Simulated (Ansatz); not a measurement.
Reactions of `[SiH3][N]([SiH3])[GeH2][N]([SiH3])[SiH3]`.

Calculated with Ansatz (gas phase, PBE0-D4/def2-TZVP geometries, no zero-point term in ΔE). CCSD(T)/CBS adds triple-zeta CCSD(T) − MP2 to the extrapolated MP2 energy (def2 sets, frozen cores). This one scheme is used for every species, atoms too. For atomizations the MP2-based limit and the directly extrapolated one differ by several kJ/mol either way, and by 10 to 25 for some Ge, Se and Sn compounds, so smaller differences from it don't rank the levels. Functionals use def2-TZVPP. Open shells (•) are unrestricted, without spin–orbit coupling. Spin–orbit coupling would lower the free atoms: a little for Si; clearly for Ge. For Ge, Zn outer-core shells are correlated without core-valence functions, so the limit isn't a true one: a few kJ/mol of doubt a bond, and 10 to 20 or more in all where bonds break to atoms. Scalar relativity is left out up to krypton. Each species was taken in one conformer, which may not be the lowest.

| reaction | CCSD(T)/CBS(def2) (kJ/mol) |
| --- | --- |
| `[SiH3][N]([SiH3])[GeH2][N]([SiH3])[SiH3]` + `[F][ZnH]` → `[SiH3][N]([SiH3])[GeH3]` + `[F][Zn][N]([SiH3])[SiH3]` | ? |
| `[SiH3][N]([SiH3])[GeH2][N]([SiH3])[SiH3]` → `[SiH3][N]([SiH3])[GeH]` + `[SiH3]N[SiH3]` | 130 |
| `[SiH3][N]([SiH3])[GeH2][N]([SiH3])[SiH3]` → Ge• + 14 H• + 2 N• + 4 Si• | ? |
| `[SiH3][N]([SiH3])[GeH2][N]([SiH3])[SiH3]` + H₂ → `[SiH3][N]([SiH3])[GeH3]` + `[SiH3]N[SiH3]` | 20 |
| `[SiH3][N]([SiH3])[GeH2][N]([SiH3])[SiH3]` + `F[SiH]` → `[SiH3][N]([SiH3])[GeH3]` + `F[Si]N([SiH3])[SiH3]` | -106 |
| `[SiH3][N]([SiH3])[GeH2][N]([SiH3])[SiH3]` + `FBN([SiH3])[SiH3]` → `[SiH3][N]([SiH3])[GeH]([N]([SiH3])[SiH3])[N]([SiH3])[SiH3]` + `BF` | 72 |

Problem. Fill in the missing values. (Best estimate.)

Solution. Computed: `[SiH3][N]([SiH3])[GeH2][N]([SiH3])[SiH3]` + `[F][ZnH]` → `[SiH3][N]([SiH3])[GeH3]` + `[F][Zn][N]([SiH3])[SiH3]`: +10.4 kJ/mol; `[SiH3][N]([SiH3])[GeH2][N]([SiH3])[SiH3]` → Ge• + 14 H• + 2 N• + 4 Si•: +6566.7 kJ/mol.

Largest T1 diagnostic: 0.018, for `[F][ZnH]`.
